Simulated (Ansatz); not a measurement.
`C#[C][Ga]([Cl])[Cl]` and `[Cl][Ga]([Cl])[SeH]` differ in one atom or group.

Ansatz, PBE0-D4/def2-TZVP geometries, multiplicity 1. Each molecule was computed in one conformer, which needn't be the lowest.

Scalar relativity is left out up to krypton.

```tsv
property	`C#[C][Ga]([Cl])[Cl]`
LUMO energy (PBE/def2-TZVPP) / eV	-2.75
LUMO energy (B3LYP/def2-TZVPP) / eV	-2.19
zero-point energy (PBE0-D4/def2-TZVP) / kJ/mol	55.8
HOMO energy (PBE0/def2-TZVPP) / eV	-8.85
HOMO energy (B3LYP/def2-TZVPP) / eV	-8.57
size of the dipole moment (B3LYP/def2-TZVPP) / D	2.23
```

Q: What does the change do to each property? (Estimate.)

A: The calculation gave: 
| property | `[Cl][Ga]([Cl])[SeH]` | shift |
| --- | --- | --- |
| LUMO energy (PBE/def2-TZVPP) / eV | -2.57 | 0.18 |
| LUMO energy (B3LYP/def2-TZVPP) / eV | -1.98 | 0.21 |
| zero-point energy (PBE0-D4/def2-TZVP) / kJ/mol | 28.8 | -27.0 |
| HOMO energy (PBE0/def2-TZVPP) / eV | -7.94 | 0.91 |
| HOMO energy (B3LYP/def2-TZVPP) / eV | -7.69 | 0.88 |
| size of the dipole moment (B3LYP/def2-TZVPP) / D | 1.62 | -0.61 |

With PBE0 the HOMO rises by 0.91 eV and the LUMO rises by 0.28 eV, so the gap narrows by about 0.63 eV. PBE moves the HOMO by 0.80 eV and ωB97M-V by 1.04 eV. The zero-point energy changes by -27.0 kJ/mol with -3 modes. Dipoles are sizes alone; their direction can turn.

B3LYP here is the variant with VWN-RPA as its local correlation; programs differ in this.

Spin–orbit coupling is left out; it splits and shifts lone-pair levels of the heavy atoms by tenths of an eV.
